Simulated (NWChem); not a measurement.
System: C3H5ClSi; SMILES C=C=C[SiH2]Cl

Input file for NWChem:

```
start job
memory heap 200 mb stack 900 mb global 1100 mb
geometry units angstroms noautosym nocenter noautoz
  C     -0.213339    -3.232752    -0.473683
  C     -0.277349    -2.076446     0.131870
  C     -0.318527    -0.904013     0.718525
  Si     0.724623     0.507319     0.100058
  Cl    -0.475534     2.059313    -0.617439
  H      0.511039    -3.988468    -0.178613
  H     -0.887480    -3.480642    -1.290447
  H     -0.965907    -0.762038     1.586108
  H      1.584606     0.041957    -1.011035
  H      1.538996     1.090755     1.194041
end
basis spherical
  * library def2-svp
end
dft
  xc pbe0
  iterations 150
end
cosmo
  do_cosmo_smd true
  solvent water
end
task dft energy
```

Excerpt of the output:

```
             Northwest Computational Chemistry Package (NWChem) 7.3.0
             --------------------------------------------------------

                             Geometry "geometry" -> ""
                             -------------------------

 Output coordinates in angstroms (scale by  1.889725989 to convert to a.u.)

  No.       Tag          Charge          X              Y              Z
 ---- ---------------- ---------- -------------- -------------- --------------
    1 C                    6.0000    -0.21333900    -3.23275200    -0.47368300
    2 C                    6.0000    -0.27734900    -2.07644600     0.13187000
    3 C                    6.0000    -0.31852700    -0.90401300     0.71852500
    4 Si                  14.0000     0.72462300     0.50731900     0.10005800
    5 Cl                  17.0000    -0.47553400     2.05931300    -0.61743900
    6 H                    1.0000     0.51103900    -3.98846800    -0.17861300
    7 H                    1.0000    -0.88748000    -3.48064200    -1.29044700
    8 H                    1.0000    -0.96590700    -0.76203800     1.58610800
    9 H                    1.0000     1.58460600     0.04195700    -1.01103500
   10 H                    1.0000     1.53899600     1.09075500     1.19404100

 Effective nuclear repulsion energy (a.u.)     238.8932495007

                                 NWChem DFT Module
                                 -----------------

 Summary of "ao basis" -> "ao basis" (spherical)
 ------------------------------------------------------------------------------
       Tag                 Description            Shells   Functions and Types
 ---------------- ------------------------------  ------  ---------------------
 C                          def2-svp                 6       14   3s2p1d
 Si                         def2-svp                 8       18   4s3p1d
 Cl                         def2-svp                 8       18   4s3p1d
 H                          def2-svp                 3        5   2s1p

 in cosmo_initialize ...
 calling solv_data for solv:h2o

 solvent parameters
 solvname_short: h2o
 solvname_long:  water
 dielec:       78.4000
 dielecinf:     1.7769
 aqueous SMD model solvent descriptors
 dielec:       78.4000
 sola:          0.8200

          ---------------
          -cosmo- solvent
          ---------------
 Cosmo: York-Karplus, doi: 10.1021/jp992097l
 dielectric constant -eps-     =  78.40
 screen = (eps-1)/(eps    )    =   0.98724
 surface charge correction     = lagrangian

   van der Waals surface
 --------------------------

 ---------- ATOMIC COORDINATES (A.U.) ------------ VDWR(ANG.) --
     1   -0.40315225   -6.10901547   -0.89513108     1.850
     2   -0.52411361   -3.92391397    0.24919817     1.850
     3   -0.60192875   -1.70833686    1.35781537     1.850
     4    1.36933892    0.95869390    0.18908220     2.470
     5   -0.89862896    3.89153729   -1.16679052     2.380
     6    0.96572368   -7.53711163   -0.33752963     1.200
     7   -1.67709402   -6.57745964   -2.43859123     1.200
     8   -1.82529956   -1.44004301    2.99730951     1.200
     9    2.99447114    0.07928723   -1.91057911     1.200
    10    2.90828074    2.06122807    2.25641031     1.200
 number of segments per atom =        128
 number of   points per atom =        128
 atom (   nspa,  nppa )
 ----------------------
    1 (     70,     0 )       0
    2 (     52,     0 )       0
    3 (     34,     0 )       0
    4 (     71,     0 )       0
    5 (     94,     0 )       0
    6 (     55,     0 )       0
    7 (     56,     0 )       0
    8 (     53,     0 )       0
    9 (     32,     0 )       0
   10 (     34,     0 )       0
 number of -cosmo- surface points =      551
 molecular surface =    152.630 angstrom**2
 molecular volume  =    135.435 angstrom**3
 -lineq- algorithm             =   0
 -bem- low  level              =   3
 -bem- from -octahedral-
 gaussian surface charge width =   4.50000
 degree of switching           =   1.00000
 switching function tolerance  =   0.00010
 atomic radii =
 --------------
    1  6.000  1.850
    2  6.000  1.850
    3  6.000  1.850
    4 14.000  2.470
    5 17.000  2.380
    6  1.000  1.200
    7  1.000  1.200
    8  1.000  1.200
    9  1.000  1.200
   10  1.000  1.200
 ...... end of -cosmo- initialization ......

[...]

                                COSMO-SMD solvation results
                                ---------------------------

             internal energy in gas <Psi(g)|H|Psi(g)> =      -866.268548475166
         internal energy in solvent <Psi(s)|H|Psi(s)> =      -866.267907979477
                               delta internal energy  =         0.000640495689 (    0.40 kcal/mol)
   total free energy in solvent <Psi(s)|H+V/2|Psi(s)> =      -866.273456071599
 polarization energy contribution <Psi(s)|V/2|Psi(s)> =        -0.005548092122 (   -3.48 kcal/mol)
    total free energy in solvent including G(SMD-CDS) =      -866.266740733734
                       G(SMD-CDS) energy contribution =         0.006715337866 (    4.21 kcal/mol)
     1 M fixed-concentration free energy of solvation =         0.001807741433 (    1.13 kcal/mol)

                       DFT Final Molecular Orbital Analysis
                       ------------------------------------

 Vector   25  Occ=2.000000D+00  E=-3.241205D-01
              MO Center=  9.8D-02,  1.5D+00, -4.0D-01, r^2= 3.1D+00
   Bfn.  Coefficient  Atom+Function         Bfn.  Coefficient  Atom+Function
  ----- ------------  ---------------      ----- ------------  ---------------
    73      0.501214   5 Cl pz               70      0.359347   5 Cl pz
    72      0.241747   5 Cl py               94      0.212044   9 H  s
    67      0.209623   5 Cl pz               99     -0.186820  10 H  s
    69      0.173751   5 Cl py               95      0.172444   9 H  s
   100     -0.149876  10 H  s                52     -0.142601   4 Si pz

 Vector   26  Occ=2.000000D+00  E=-2.957982D-01
              MO Center= -2.1D-01, -1.3D+00,  3.1D-01, r^2= 3.2D+00
   Bfn.  Coefficient  Atom+Function         Bfn.  Coefficient  Atom+Function
  ----- ------------  ---------------      ----- ------------  ---------------
    32      0.304068   3 C  px               34      0.245348   3 C  pz
    18      0.239297   2 C  px               20      0.213628   2 C  pz
    35      0.212813   3 C  px               37      0.165427   3 C  pz
    21      0.157023   2 C  px               79     -0.145514   6 H  s
    84      0.145316   7 H  s                23      0.139447   2 C  pz

 Vector   27  Occ=2.000000D+00  E=-2.811098D-01
              MO Center= -1.9D-01, -2.1D+00, -6.4D-02, r^2= 3.6D+00
   Bfn.  Coefficient  Atom+Function         Bfn.  Coefficient  Atom+Function
  ----- ------------  ---------------      ----- ------------  ---------------
     6     -0.269327   1 C  pz                4      0.262148   1 C  px
    18      0.217256   2 C  px               20     -0.192065   2 C  pz
     9     -0.188802   1 C  pz                7      0.184165   1 C  px
    89      0.154348   8 H  s                21      0.151820   2 C  px
     5      0.148311   1 C  py               19      0.131482   2 C  py

 Vector   28  Occ=0.000000D+00  E=-2.068667D-02
              MO Center= -1.3D-02, -1.2D+00,  1.5D-01, r^2= 4.4D+00
   Bfn.  Coefficient  Atom+Function         Bfn.  Coefficient  Atom+Function
  ----- ------------  ---------------      ----- ------------  ---------------
    21      0.341667   2 C  px               23      0.328715   2 C  pz
    54      0.322103   4 Si py               18      0.306073   2 C  px
    53     -0.303158   4 Si px               20      0.282834   2 C  pz
    80     -0.283226   6 H  s                85      0.273565   7 H  s
    35     -0.252606   3 C  px               72      0.251691   5 Cl py

 Vector   29  Occ=0.000000D+00  E= 5.691733D-03
              MO Center= -1.9D-01, -2.0D+00,  6.3D-02, r^2= 4.1D+00
   Bfn.  Coefficient  Atom+Function         Bfn.  Coefficient  Atom+Function
  ----- ------------  ---------------      ----- ------------  ---------------
    21      0.420035   2 C  px                9      0.392672   1 C  pz
    90      0.384148   8 H  s                45     -0.378535   4 Si s
     7     -0.366678   1 C  px               18      0.324014   2 C  px
    23     -0.286558   2 C  pz                6      0.249376   1 C  pz
    20     -0.244457   2 C  pz              100      0.241187  10 H  s

 Vector   30  Occ=0.000000D+00  E= 4.913485D-02
              MO Center=  7.2D-01,  2.5D-01,  7.3D-02, r^2= 4.8D+00
   Bfn.  Coefficient  Atom+Function         Bfn.  Coefficient  Atom+Function
  ----- ------------  ---------------      ----- ------------  ---------------
    54      1.207745   4 Si py               31      0.636031   3 C  s
    64     -0.430124   5 Cl s                35      0.415838   3 C  px
    71     -0.394688   5 Cl px              100     -0.353419  10 H  s
    45      0.303290   4 Si s                55     -0.283693   4 Si pz
    85     -0.263223   7 H  s                51      0.255600   4 Si py

     Multipole analysis of the density
     ---------------------------------

     L   x y z        total         alpha         beta         nuclear
     -   - - -        -----         -----         ----         -------
     0   0 0 0     -0.000000    -27.000000    -27.000000     54.000000

     1   1 0 0      0.247164      1.081099      1.081099     -1.915033
     1   0 1 0     -0.960630      1.661609      1.661609     -4.283848
     1   0 0 1      0.268526      6.309250      6.309250    -12.349973

     2   2 0 0    -32.828420    -51.053477    -51.053477     69.278535
     2   1 1 0      0.538959     -2.144668     -2.144668      4.828295
     2   1 0 1     -0.168417     -8.614805     -8.614805     17.061193
     2   0 2 0    -31.432183   -370.980887   -370.980887    710.529591
     2   0 1 1      2.158956     22.509470     22.509470    -42.859984
     2   0 0 2    -32.536984    -48.104832    -48.104832     63.672681
```

Level: PBE0/def2-SVP, SMD on the gas-phase geometry. Structure relaxed at the B3LYP/6-31G* (spherical d) level. Solvent: water.
